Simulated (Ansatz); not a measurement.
`N[Si]1([SiH3])CC1` + CH₄ → `C[Si]1([SiH3])CC1` + NH₃ at 298.15 K and 1 bar (formal exchange of groups at the Si–N bond).

Gas-phase electronic energies from Ansatz, PBE0-D4/def2-TZVP geometries. CBS: MP2 limit from def2 TZ/QZ plus the TZ coupled-cluster correction, frozen cores. This one scheme is used for every species. One conformer a species, not always the lowest.

```tsv
species	CCSD(T)/CBS energy (Eh)	H − E (kJ/mol)	S (J/(mol·K))
`N[Si]1([SiH3])CC1`	-714.37172	300.0	377.5
CH₄	-40.46206	127.4	186.2
`C[Si]1([SiH3])CC1`	-698.30814	328.9	374.3
NH₃	-56.50880	100.5	192.4
```

H − E and S are ideal-gas, rigid-rotor, harmonic terms from PBE0-D4/def2-TZVP, for one conformer and one mirror image of each species. 1 Eh = 2625.50 kJ/mol, R = 8.31446 J/(mol·K).

Problem. By hand: ΔE, ΔH, ΔS and ΔG.

Solution. ΔE = (-698.30814) + (-56.50880) − (-714.37172) − (-40.46206) = 0.01684 Eh = 44.2 kJ/mol. Δ(H − E) = 328.9 + 100.5 − 300.0 − 127.4 = 2.0, so ΔH = 46.2 kJ/mol. ΔS = 374.3 + 192.4 − 377.5 − 186.2 = 3.0 J/(mol·K). ΔG = 46.2 − 298.15 × (3.0)/1000 = 45.3 kJ/mol.

Problem. By hand: the equilibrium constant, and the temperature at which ΔG would vanish if ΔH and ΔS stayed fixed.

Solution. log₁₀ K = −ΔG/(RT ln 10) = -7.9. ΔG = 0 at ΔH/ΔS = 15400 K, far beyond where these terms or the molecules hold.

The number of gas molecules stays the same, so ΔS is small and ΔH decides. A doubt of 5 kJ/mol in ΔE shifts log₁₀ K by 0.9 here. Other conformers and mirror images would add mixing entropy, several J/(mol·K) or more a flexible species. These are equilibria of isolated gas molecules and say nothing of rates. Largest T1 diagnostic: 0.012 (customary marks: 0.02 for closed shells, 0.045 for open ones).
